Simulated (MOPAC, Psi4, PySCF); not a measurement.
Relaxed torsion scan: C3H10OSi, SMILES CCC[SiH2]O. Scanned: dihedral C1–C2–C3–Si4; all other coordinates were relaxed at GFN2-xTB. Points at φ and −φ are mirror images. Heavy atoms are numbered in the order of the SMILES CCC[SiH2]O, hydrogens after them in the order of the atoms that carry them; the mirror image has the same energies with the sign of each dihedral reversed.

Methods: PM7, restricted, heats of formation // GFN2-xTB (MOPAC); RKS-M06-2X/6-31G* = restricted M06-2X/6-31G*, spherical d, density fitting // GFN2-xTB (PySCF); PBE/def2-TZVP // GFN2-xTB (Psi4); PBE-D3(BJ)/def2-TZVP // GFN2-xTB (Psi4).

Energies relative to the lowest point of each profile, in kJ/mol:

```csv
φ / °,PM7,RKS-M06-2X/6-31G*,PBE/def2-TZVP
-140,4.4,8.7,7.0
-120,5.5,11.9,10.0
-100,4.8,8.5,8.0
-80,4.7,3.8,4.8
-60,8.7,1.6,3.9
-40,14.3,5.2,7.6
20,19.4,12.7,14.6
40,14.3,5.2,7.6
120,5.5,11.9,10.0
140,4.4,8.7,7.0
160,1.5,2.7,2.1
180,0.0,0.0,0.0
```

Q: What does PBE-D3(BJ)/def2-TZVP give at the same points?

A: -140: 7.0; -120: 9.7; -100: 7.4; -80: 3.9; -60: 2.5; -40: 6.0; 20: 13.0; 40: 6.0; 120: 9.7; 140: 7.0; 160: 2.1; 180: 0.0 (kJ/mol).
